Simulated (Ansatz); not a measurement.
`[NH2][Cd][Br]` + silanol → `[SiH3][O][Cd][Br]` + NH₃ at 500 K and 1 bar (ligand exchange at a Cd–N bond).

Isolated molecules relaxed with PBE0-D4/def2-TZVP in Ansatz; ΔE leaves out vibrations. CCSD(T)/CBS adds triple-zeta CCSD(T) − MP2 to the extrapolated MP2 energy (def2 sets, frozen cores). This one scheme is used for every species. def2 core potentials past Kr. For Br, Cd outer-core shells are correlated without core-valence functions, which leaves a few kJ/mol of doubt a bond. Scalar relativity is left out up to krypton. Each species was taken in one conformer, which may not be the lowest.

| species | CCSD(T)/CBS energy (Eh) | H − E (kJ/mol) | S (J/(mol·K)) |
| --- | --- | --- | --- |
| `[NH2][Cd][Br]` | -2796.98951 | 97.7 | 354.4 |
| `O[SiH3]` | -366.69042 | 127.5 | 292.9 |
| `[SiH3][O][Cd][Br]` | -3107.18482 | 119.4 | 431.9 |
| NH₃ | -56.50880 | 108.2 | 211.8 |

H − E and S are ideal-gas, rigid-rotor, harmonic terms from PBE0-D4/def2-TZVP, for one conformer and one mirror image of each species. 1 Eh = 2625.50 kJ/mol, R = 8.31446 J/(mol·K).

By hand: ΔE, ΔH, ΔS and ΔG.

ΔE = (-3107.18482) + (-56.50880) − (-2796.98951) − (-366.69042) = -0.01369 Eh = -35.9 kJ/mol. Δ(H − E) = 119.4 + 108.2 − 97.7 − 127.5 = 2.4, so ΔH = -33.5 kJ/mol. ΔS = 431.9 + 211.8 − 354.4 − 292.9 = -3.6 J/(mol·K). ΔG = -33.5 − 500 × (-3.6)/1000 = -31.7 kJ/mol.

By hand: the equilibrium constant, and the temperature at which ΔG would vanish if ΔH and ΔS stayed fixed.

log₁₀ K = −ΔG/(RT ln 10) = 3.3. ΔG = 0 at ΔH/ΔS = 9306 K, far beyond where these terms or the molecules hold.

The number of gas molecules stays the same, so ΔS is small and ΔH decides. A doubt of 5 kJ/mol in ΔE shifts log₁₀ K by 0.5 here. Other conformers and mirror images would add mixing entropy, several J/(mol·K) or more a flexible species. Modes under 60 cm⁻¹, often nearly free rotors, make the harmonic entropy too high. These are equilibria of isolated gas molecules and say nothing of rates. Largest T1 diagnostic: 0.013 (customary marks: 0.02 for closed shells, 0.045 for open ones).
